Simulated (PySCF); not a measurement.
Compound: C2H8N2Si2.
Atom-mapped SMILES: `[CH3:1][Si@@H:2]([C:3]#[N:4])[NH:5][SiH3:6]` (hydrogens: H7, H8, H9 on C1; H10 on Si2; H11 on N5; H12, H13, H14 on Si6)

Cartesian coordinates in Å at the GFN2-xTB level; atoms count from 1:
```
atom  x, y, z in Å
C1     2.1991   -0.6659   -0.2194
Si2    0.7009    0.4296    0.1525
C3     0.3619    1.5073   -1.3424
N4     0.1504    2.1732   -2.2502
N5    -0.6893   -0.5680    0.3786
Si6   -2.3521   -0.0863    0.5533
H7     2.3881   -1.3588    0.5956
H8     2.0548   -1.2484   -1.1252
H9     3.0927   -0.0651   -0.3547
H10    0.9167    1.3550    1.2728
H11   -0.5038   -1.5480    0.5126
H12   -2.7233    0.7065   -0.6148
H13   -2.4996    0.7094    1.7752
H14   -3.0972   -1.3410    0.6439
```

Method: TDDFT PBE0/def2-SVPD, vertical, gas phase, core orbitals frozen in the response (PySCF 2.14.0, density-fitted response routines).

Kohn–Sham orbitals with the atoms that hold most of them (Löwdin shares over 4%, at most four atoms; ? is withheld):

| orbital | ε (eV) | atoms |
| --- | --- | --- |
| HOMO-3 | -9.90 | Si6 25%, N4 19%, H14 18%, C3 16% |
| HOMO-2 | -9.77 | N4 31%, C3 25%, Si6 10%, H14 10% |
| HOMO-1 | -9.42 | ? |
| HOMO | ? | N5 56%, Si6 12%, Si2 8%, H13 7% |
| LUMO | -0.65 | ? |
| LUMO+1 | -0.30 | Si2 24%, N4 21%, C3 20%, H10 7% |
| LUMO+2 | 0.36 | Si2 16%, Si6 14%, C3 14%, N4 11% |

(1) Give the leading atoms of the LUMO.

(2) Give the leading atoms of the HOMO-1.

(3) What is the HOMO energy, and the HOMO–LUMO gap?

Answers

(1) C3 (bonded to N and Si) 19%; N4 (bonded to C) 18%; Si2 (bonded to 2 C, N and H) 17%; Si6 (bonded to N and 3 H) 12%. By element: silicon 28%, carbon 19% or more, nitrogen 18% or more.

(2) N4 (bonded to C) 23%; C1 (bonded to Si and 3 H) 22%; C3 (bonded to N and Si) 18%; Si2 (bonded to 2 C, N and H) 14%. By element: carbon 39%, nitrogen 23% or more, silicon 14% or more.

(3) ε(HOMO) = -7.87 eV; the gap is 7.22 eV (0.2654 hartree).

How does S1 compare with the orbital gap of 7.22 eV?

S1 is at 5.89 eV (f = 0.0084), 1.33 eV below the gap, made of HOMO→LUMO (98%). Without the coupling terms of the response equations the lowest excitation would equal the gap.

One configuration dominates each of S1 and S2. Which, and how do the shares of the two leading atoms of either orbital change from the occupied to the empty one?

- S1 (5.89 eV, f 0.0084), HOMO→LUMO (98%): N5 56% → at most 12%, Si6 12% → 12%, C3 at most 8% → 19%, N4 at most 8% → 18%
- S2 (6.30 eV, f 0.0035), HOMO→LUMO+1 (97%): N5 56% → at most 8%, Si6 12% → at most 8%, Si2 8% → 24%, N4 at most 8% → 21%

Time: 23 s of wall time; peak memory 0.80 GiB. Hardware: an Arm Neoverse V2 with one thread, shared host with 96 logical CPUs at a one-minute load of 108.

One conformer stands for the species.
